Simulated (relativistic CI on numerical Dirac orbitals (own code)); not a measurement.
## Hg⁴⁺ (5d8) in a crystal field

Calculated by Dirac-Coulomb-Breit CI, orbitals from a KLI potential per configuration, model QED (radiative potential, 1s self-energy scaled to tabulated hydrogen-like ionisation energies), valence Slater integrals scaled by 0.65, one configuration in a parametric crystal field (own radial code).

Field parameters in Wybourne normalisation: Td as Oh with Dq negative (B⁴₀ = 21Dq, B⁴₄ = √(5/14) B⁴₀). The field is a parameter set, without covalency.

S and J are read from ⟨S²⟩ = S(S + 1) and ⟨J²⟩ = J(J + 1) of each level; they are not fictitious spins.

Td, 10Dq = -3800 cm⁻¹, the lowest 10 levels:

| E (cm⁻¹) | Degeneracy | Irrep | S | J |
| --- | --- | --- | --- | --- |
| 0.0 | 1 | A1 | 0.96 | 3.98 |
| 987 | 3 | T1 | 0.96 | 3.99 |
| 1692 | 2 | E | 0.95 | 3.97 |
| 3699 | 3 | T2 | 0.94 | 3.98 |
| 7691 | 3 | T2 | 0.63 | 2.05 |
| 9522 | 2 | E | 0.62 | 2.07 |
| 16304 | 3 | T1 | 1.00 | 3.00 |
| 17107 | 3 | T2 | 0.98 | 2.98 |
| 17386 | 1 | A2 | 1.00 | 3.00 |
| 20041 | 1 | A1 | 0.79 | 0.47 |

Td, 10Dq = -6800 cm⁻¹, the lowest 10 levels:

```json
{"E (cm⁻¹)": "0.0", "Degeneracy": "1", "Irrep": "A1", "S": "0.97", "J": "3.96"}
{"E (cm⁻¹)": "1674", "Degeneracy": "3", "Irrep": "T1", "S": "0.97", "J": "3.96"}
{"E (cm⁻¹)": "2904", "Degeneracy": "2", "Irrep": "E", "S": "0.94", "J": "3.93"}
{"E (cm⁻¹)": "6209", "Degeneracy": "3", "Irrep": "T2", "S": "0.94", "J": "3.92"}
{"E (cm⁻¹)": "8323", "Degeneracy": "3", "Irrep": "T2", "S": "0.64", "J": "2.15"}
{"E (cm⁻¹)": "11606", "Degeneracy": "2", "Irrep": "E", "S": "0.61", "J": "2.20"}
{"E (cm⁻¹)": "18091", "Degeneracy": "3", "Irrep": "T1", "S": "1.00", "J": "3.02"}
{"E (cm⁻¹)": "19818", "Degeneracy": "3", "Irrep": "T2", "S": "0.95", "J": "2.96"}
{"E (cm⁻¹)": "19914", "Degeneracy": "1", "Irrep": "A2", "S": "1.00", "J": "3.00"}
{"E (cm⁻¹)": "21674", "Degeneracy": "1", "Irrep": "A1", "S": "0.75", "J": "0.96"}
```

Td, 10Dq = -9800 cm⁻¹, the lowest 10 levels:

```
E (cm⁻¹)  Degeneracy  Irrep     S     J
     0.0           1     A1  0.97  3.93
    2255           3     T1  0.97  3.92
    3962           2      E  0.93  3.86
    8008           3     T2  0.93  3.41
    9145           3     T2  0.64  2.82
   13389           2      E  0.58  2.36
   20101           3     T1  0.99  3.04
   22549           1     A2  1.00  3.00
   22807           3     T2  0.92  2.94
   23215           1     A1  0.70  1.37
```

The free-ion ground term has S = 1. Every field shown keeps that spin.

Levels of this model without a field, named by their leading LS term (the scale mimics covalency, so terms lie below those of the real free ion): ³F4 0, ¹D2 6565, ³F3 14417, ³P0 17956, ³P2 20646, ³P1 24219, ¹G4 26091, ¹D2 34513 cm⁻¹.
